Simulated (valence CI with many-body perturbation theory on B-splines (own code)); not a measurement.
**Level structure of Pt LXV**

Calculated by configuration interaction combined with many-body perturbation theory (CI+MBPT): four valence electrons over a frozen Dirac-Fock core [Ne], radial functions for each j: 11 s, 11 p, 10 d, 8 f, 5 g, 2 h, with the one-electron correlation potential Σ1, the two-electron term Σ2, the three-electron term Σ3, Breit, model QED; selected CI, second order for the rest, scaled by the run's own slope (own B-spline code, finite nucleus).

The last digits are not significant, and no measured levels were compared; by estimate large intervals hold to a few tenths of a per cent, small ones and those within an open d or f shell to about a per cent. Among the levels kept, up to 600 cm⁻¹ of a level comes from second order outside the variational space, and about a tenth of that is noise between levels of different J, which matters for small intervals.

Levels 136 to 168 of 168, with energies above the lowest level, (3s^2 3p1/2^2) J=0. "Leading %" is the weight of the configuration and term that name the level; weights of strongly mixed levels are sums over their largest components and can fall short. In the jj column 3d3/2^4 stands for four electrons in 3d with j = 3/2. Lifetimes count E1, E2, E3, M1 and M2 decay at the calculated energies, and are blank where another channel may lead or the interval is too uncertain; long ones can be off by a factor of two.

| No. | Configuration | Term | J | E (eV) | Leading % | Lifetime | Leading jj | Second component |
| --- | --- | --- | --- | --- | --- | --- | --- | --- |
| 136 | 3s 3p2 3d | 3D | 3 | 1932.5 | 76 | 243 fs | 3s 3p3/2^2 3d5/2 (98 %) | 6 % 3s 3p2 3d 3F |
| 137 | 3s 3p2 3d | 3D | 2 | 1935.1 | 31 | 426 fs | 3s 3p3/2^2 3d5/2 (94 %) | 28 % 3s 3p2 3d 3P |
| 138 | 3s 3p2 3d | 3F | 4 | 1935.7 | 62 | 164 fs | 3s 3p3/2^2 3d5/2 (98 %) | 18 % 3s 3p2 3d 1G |
| 139 | 3s 3p2 3d | 3D | 3 | 1948.0 | 50 | 187 fs | 3s 3p3/2^2 3d5/2 (97 %) | 20 % 3s 3p2 3d 1F |
| 140 | 3s 3p2 3d | 1D | 2 | 1948.3 | 45 | 279 fs | 3s 3p3/2^2 3d5/2 (97 %) | 27 % 3s 3p2 3d 3D |
| 141 | 3s 3p2 3d | 1P | 1 | 1962.5 | 36 | 160 fs | 3s 3p3/2^2 3d5/2 (96 %) | 18 % 3s 3p2 3d 3P |
| 142 | 3s 3p2 3d | 1D | 2 | 1976.0 | 37 | 144 fs | 3s 3p3/2^2 3d5/2 (95 %) | 25 % 3s 3p2 3d 3P |
| 143 | 3p3 3d | 3F° | 2 | 1983.1 | 42 | 232 fs | 3p1/2 3p3/2^2 3d3/2 (87 %) | 18 % 3p3 3d 3D° |
| 144 | 3p3 3d | 3D° | 1 | 1988.4 | 41 | 188 fs | 3p1/2 3p3/2^2 3d3/2 (93 %) | 40 % 3p3 3d 5D° |
| 145 | 3p3 3d | 5D° | 0 | 1994.3 | 50 | 190 fs | 3p1/2 3p3/2^2 3d3/2 (93 %) | 24 % 3p3 3d 1S° |
| 146 | 3p3 3d | 3F° | 3 | 1996.1 | 33 | 195 fs | 3p1/2 3p3/2^2 3d3/2 (91 %) | 27 % 3p3 3d 3G° |
| 147 | 3p3 3d | 3G° | 4 | 2000.4 | 44 | 222 fs | 3p1/2 3p3/2^2 3d3/2 (89 %) | 34 % 3p3 3d 1G° |
| 148 | 3p2 3d2 | 3F | 4 | 2013.6 | 30 | 1.47 ps | 3p1/2^2 3d5/2^2 (97 %) | 13 % 3p2 3d2 5F |
| 149 | 3p3 3d | 3F° | 2 | 2015.6 | 23 | 162 fs | 3p1/2 3p3/2^2 3d3/2 (82 %) | 20 % 3p3 3d 5D° |
| 150 | 3p3 3d | 3P° | 1 | 2020.8 | 22 | 162 fs | 3p1/2 3p3/2^2 3d3/2 (55 %) | 17 % 3p3 3d 3S° |
| 151 | 3p3 3d | 3F° | 2 | 2023.3 | 36 | 203 fs | 3p1/2 3p3/2^2 3d3/2 (69 %) | 10 % 3p3 3d 1D° |
| 152 | 3p2 3d2 | 3P | 2 | 2024.2 | 21 | 1.29 ps | 3p1/2^2 3d5/2^2 (98 %) | 16 % 3p2 3d2 3F |
| 153 | 3p3 3d | 3D° | 3 | 2024.7 | 19 | 166 fs | 3p1/2 3p3/2^2 3d3/2 (73 %) | 16 % 3p3 3d 1F° |
| 154 | 3s 3p 3d2 | 5D° | 0 | 2041.7 | 76 | 152 fs | 3s 3p3/2 3d3/2^2 (94 %) | 19 % 3s 3p 3d2 3P° |
| 155 | 3p3 3d | 3D° | 1 | 2044.0 | 17 | 148 fs | 3p1/2 3p3/2^2 3d3/2 (57 %) | 13 % 3p3 3d 3S° |
| 156 | 3s 3p 3d2 | 5F° | 3 | 2047.9 | 25 | 144 fs | 3s 3p3/2 3d3/2^2 (82 %) | 14 % 3s 3p 3d2 5G° |
| 157 | 3s 3p 3d2 | 5F° | 2 | 2049.3 | 26 | 126 fs | 3s 3p3/2 3d3/2^2 (64 %) | 19 % 3s 3p 3d2 5D° |
| 158 | 3s 3p 3d2 | 5D° | 1 | 2051.7 | 26 | 115 fs | 3p1/2 3p3/2^2 3d3/2 (57 %) | 21 % 3p3 3d 3D° |
| 159 | 3p2 3d2 | 3P | 0 | 2053.2 | 61 | 1.08 ps | 3p1/2^2 3d5/2^2 (97 %) | 21 % 3p2 3d2 1S |
| 160 | 3s 3p 3d2 | 3F° | 4 | 2053.4 | 27 | 157 fs | 3s 3p3/2 3d3/2^2 (87 %) | 21 % 3s 3p 3d2 3G° |
| 161 | 3s 3p 3d2 | 3P° | 2 | 2075.8 | 29 | 131 fs | 3s 3p3/2 3d3/2^2 (83 %) | 21 % 3s 3p 3d2 5P° |
| 162 | 3s 3p 3d2 | 3D° | 1 | 2086.7 | 39 | 99.8 fs | 3s 3p3/2 3d3/2^2 (78 %) | 14 % 3s 3p 3d2 1P° |
| 163 | 3s 3p 3d2 | 3F° | 2 | 2091.2 | 47 | 93.3 fs | 3s 3p3/2 3d3/2^2 (86 %) | 12 % 3s 3p 3d2 1D° |
| 164 | 3p3 3d | 3F° | 4 | 2091.3 | 48 | 299 fs | 3p1/2 3p3/2^2 3d5/2 (82 %) | 22 % 3p3 3d 5D° |
| 165 | 3p3 3d | 3D° | 3 | 2093.8 | 52 | 218 fs | 3p1/2 3p3/2^2 3d5/2 (90 %) | 22 % 3p3 3d 5D° |
| 166 | 3p3 3d | 3G° | 5 | 2095.8 | 65 | 507 fs | 3p1/2 3p3/2^2 3d5/2 (65 %) | 14 % 3s 3p 3d2 3G° |
| 167 | 3s 3p 3d2 | 3G° | 3 | 2096.4 | 46 | 90.8 fs | 3s 3p3/2 3d3/2^2 (82 %) | 14 % 3s 3p 3d2 1F° |
| 168 | 3p3 3d | 1G° | 4 | 2099.7 | 35 | 229 fs | 3p1/2 3p3/2^2 3d5/2 (88 %) | 29 % 3p3 3d 5D° |
